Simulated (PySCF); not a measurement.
## Cl (chlorine, neutral) across methods

[Ne] 3s2 3p5, 2P determinant. All numbers are calculated (PySCF 2.14, no relativity, point nucleus, in def2-QZVPPD). The B2PLYP total includes its PT2 part (frozen core); its orbital energies are those of the SCF part.

| method | E (hartree) | mean ε 3s β (eV) | mean ε 3p α (eV) | mean ε 3p β (eV) | Σ⟨r²⟩ (bohr²) | ⟨S²⟩ |
| --- | --- | --- | --- | --- | --- | --- |
| wB97M-V | -460.1384 | -24.854 | -12.843 | -11.958 | 27.86 | 0.752 |
| UHF | -459.48956 | -27.603 | -14.392 | -13.084 | 27.63 | 0.761 |
| LDA | -458.6693 | -19.984 | -9.102 | -8.206 | 27.85 | 0.752 |
| B2PLYP | -460.0410 | -24.171 | -11.954 | -10.900 | 27.68 | 0.756 |
| r2SCAN | -460.1307 | -20.380 | -9.466 | -8.460 | 27.54 | 0.756 |
| PBE0 | -460.0111 | -22.067 | -10.578 | -9.602 | 27.57 | 0.754 |
| PBE | -459.9734 | -19.858 | -9.025 | -8.131 | 27.77 | 0.753 |
| r2SCANh | -460.1302 | -21.178 | -10.029 | -9.004 | 27.52 | 0.756 |

(1) Estimate the same row for MN15.

Results:

(1) E (hartree) = -460.1267; mean ε 3s β (eV) = -22.397; mean ε 3p α (eV) = -11.270; mean ε 3p β (eV) = -10.421; Σ⟨r²⟩ (bohr²) = 27.41; ⟨S²⟩ = 0.753.
